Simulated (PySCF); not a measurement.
Isomers of C7H11Cl, one GFN2-xTB conformer each. Single-point energies are computed at PBE0/pcSseg-1 (PySCF, gas phase, no added dispersion term), electronic only.

```
                      SMILES  GFN2-xTB relative energy (kJ/mol)
  C[C@@]12C[C@@H]1CC[C@H]2Cl                                3.2
C[C@@H]1C[C@H]2C[C@@]2(Cl)C1                                9.5
          CC1=CC[C@H](Cl)CC1                                0.0
ClC[C@@H]1C[C@@H]2C[C@@H]2C1                               27.2
  C[C@@H]1C2(CC2)[C@@]1(C)Cl                              113.0
                ClC1=CCCCCC1                               11.6
```

Conformers: `[CH3:1][C@@:2]12[CH2:3][C@@H:4]1[CH2:5][CH2:6][C@H:7]2[Cl:8]` with C1–C2–C3–C4 114°, C2–C3–C4–C5 97°, C3–C4–C5–C6 -47°, C4–C5–C6–C7 -28°; `[CH3:1][C@@H:2]1[CH2:3][C@H:4]2[CH2:5][C@@:6]2([Cl:7])[CH2:8]1` with C1–C2–C3–C4 -90°, C2–C3–C4–C5 -83°, C3–C4–C5–C6 95°, C4–C5–C6–Cl7 112°; `[CH3:1][C:2]1=[CH:3][CH2:4][C@H:5]([Cl:6])[CH2:7][CH2:8]1` with C2–C3–C4–C5 -16°, C3–C4–C5–Cl6 169°, C4–C5–C7–C8 -65°, C5–C7–C8–C2 49°; `[Cl:1][CH2:2][C@@H:3]1[CH2:4][C@@H:5]2[CH2:6][C@@H:7]2[CH2:8]1` with Cl1–C2–C3–C4 -64°, C2–C3–C4–C5 -150°, C3–C4–C5–C6 82°, C4–C5–C6–C7 -97°, C5–C6–C7–C8 97°; `[Cl:1][C:2]1=[CH:3][CH2:4][CH2:5][CH2:6][CH2:7][CH2:8]1` with C2–C3–C4–C5 -62°, C3–C4–C5–C6 78°, C4–C5–C6–C7 -67°, C5–C6–C7–C8 67°.

What does PBE0/pcSseg-1 give for the same structures?

```
                      SMILES  PBE0/pcSseg-1 E (Eh)  PBE0/pcSseg-1 (kJ/mol)  GFN2-xTB (kJ/mol)  point group
          CC1=CC[C@H](Cl)CC1            -733.02963                     0.0                0.0           C1
  C[C@@]12C[C@@H]1CC[C@H]2Cl            -733.01721                    32.6                3.2           C1
                ClC1=CCCCCC1            -733.01663                    34.1               11.6           C1
C[C@@H]1C[C@H]2C[C@@]2(Cl)C1            -733.00715                    59.0                9.5           C1
ClC[C@@H]1C[C@@H]2C[C@@H]2C1            -733.00595                    62.2               27.2           C1
  C[C@@H]1C2(CC2)[C@@]1(C)Cl            -732.97173                   152.0              113.0           C1
```

Both levels put the same isomer lowest; measured from each level's own lowest isomer, the values differ by up to 49.5 kJ/mol (C[C@@H]1C[C@H]2C[C@@]2(Cl)C1: 9.5 against 59.0). As drawn, the lowest has a C=C bond outside aromatic rings, which the highest lacks; the highest has a three-membered ring and a quaternary carbon, which the lowest lacks. Neighbours under 10 kJ/mol apart (C[C@@]12C[C@@H]1CC[C@H]2Cl and ClC1=CCCCCC1; C[C@@H]1C[C@H]2C[C@@]2(Cl)C1 and ClC[C@@H]1C[C@@H]2C[C@@H]2C1) can change places with a better method, another conformer or zero-point energy.

Which frontier levels, dipoles and rotational constants go with these structures?

```tsv
SMILES	HOMO (eV, PBE0/pcSseg-1)	LUMO (eV)	dipole (D)	A, B, C (MHz)
CC1=CC[C@H](Cl)CC1	-7.02	0.45	2.48	4548, 931.9, 803.2
C[C@@]12C[C@@H]1CC[C@H]2Cl	-7.78	1.01	2.01	2464, 1692, 1209
ClC1=CCCCCC1	-6.79	0.11	2.20	3119, 1161, 922.1
C[C@@H]1C[C@H]2C[C@@]2(Cl)C1	-7.41	0.86	2.06	2672, 1441, 1148
ClC[C@@H]1C[C@@H]2C[C@@H]2C1	-7.78	0.98	2.18	4609, 898.1, 818.6
C[C@@H]1C2(CC2)[C@@]1(C)Cl	-7.37	0.88	2.24	2051, 1496, 1172
```
